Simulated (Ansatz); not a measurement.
Molecule: C3H9BN, charge 0, multiplicity 2. It need not be the lowest isomer of its formula. 
Coordinates optimised at B3LYP-D3(BJ)/def2-TZVP (Ansatz, a program for electronic structure):
SMILES: CB(C)N[CH2]
```xyz
14

C      1.9582    -0.2380    -0.6014
N      0.9205     0.4803    -0.0597
B     -0.4312     0.0803     0.1429
C     -1.4303     1.1113     0.7924
C     -0.8777    -1.3705    -0.2868
H      2.9316     0.2156    -0.6849
H      1.7790    -1.2457    -0.9341
H      1.1722     1.4157     0.2269
H     -2.2794     1.2971     0.1255
H     -0.9865     2.0792     1.0410
H     -1.8653     0.7003     1.7100
H     -0.7120    -1.5405    -1.3564
H     -0.2964    -2.1394     0.2338
H     -1.9321    -1.5622    -0.0835
```
Charge 0, spin multiplicity 2.

Computed values are from Ansatz. Valence correlation only, unless marked. Open shells are spin-unrestricted. No spin-orbit coupling. Non-relativistic. CBS(X,Y): correlation extrapolated as X^-3; Hartree-Fock from the larger set.

```yaml
atomisation energy De: 1293.8 kcal/mol at CCSD(T)/CBS(cc-pVTZ,cc-pVQZ)
total_energy: -199.0619 Eh at CCSD(T)/CBS(cc-pVTZ,cc-pVQZ)
dipole_moment: 0.97 D at CCSD(T)/aug-cc-pVDZ
T1 diagnostic: 0.015 at CCSD/cc-pVQZ
```
